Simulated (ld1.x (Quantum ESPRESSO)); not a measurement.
# B (Z = 5): one change to a TM potential, before and after

```
Element                 : B (Z = 5)
Generator               : ld1.x (Quantum ESPRESSO) 7.5
Type                    : norm-conserving Troullier–Martins (Kleinman–Bylander form)
Functional              : PBE
Relativity              : scalar-relativistic
Frozen core             : [He]
Valence charge          : 3
Reference configuration : 2s1 2p0 (charge +2)
Partial waves           : 2p (bound, empty): rc 3.10 bohr; 2s (bound): rc 1.00 bohr
Local potential         : the s channel
Core correction         : a·sin(br)/r model core, default radius (core density twice the valence density)
```

Change: functional LDA (PZ).

Cutoffs: the cutoffs (Ry, on a coarse ladder) from which the occupation-weighted sum of valence levels, in a spherical-Bessel basis at the reference potential, stays within 10 and 1 mRy of its value at 400 Ry; they do not see the model core or the augmentation charge, which bear on the density cutoff. Errors are all-electron minus pseudo energies relative to the spin-unpolarised reference configuration.

**Question.** Predict the effect on cutoff, ghosts and configuration errors.

**Answer.** The potential gets neither clearly harder nor softer (50 Ry and 110 Ry → 50 Ry and 120 Ry); the number of tests with a reliable result goes from 7 to 9; of the 7 tests that both files solve, the error grows in 0 and shrinks in 2 by more than 15 % and 0.3 meV (median size 341.8 → 294.2 meV); neither file shows a bound ghost.

```csv
quantity,base,changed
"cutoff, loose",50 Ry,50 Ry
"cutoff, tight",110 Ry,120 Ry
bound ghosts,none,none
"error for 2s2 2p1, meV [ΔE -33.64 → -33.63 eV]",+342,+294
"error for 2s2 2p0, meV [ΔE -25.42 → -25.30 eV]",+31,+23
"error for 2s2 2p0.5, meV [ΔE -30.75 → -30.69 eV]",+202,+170
"error for 2s1 2p1, meV [ΔE -19.28 → -19.35 eV]",+298,+254
"error for 2s1 2p2, meV [ΔE -27.79 → -27.95 eV]",+603,+529
"error for 2s0 2p3, meV [ΔE -21.92 → -22.23 eV]",+854,+767
"error for 2s2 2p1.3, meV [ΔE -34.38 → -34.40 eV]",+391,+340
s: phases at 3.35 bohr within 0.05 rad from the reference energy up to (Ry; the scan ends near 5),2.7,2.7
p: phases at 3.35 bohr within 0.05 rad from the reference energy up to (Ry; the scan ends near 5),-0.8,-0.8
```
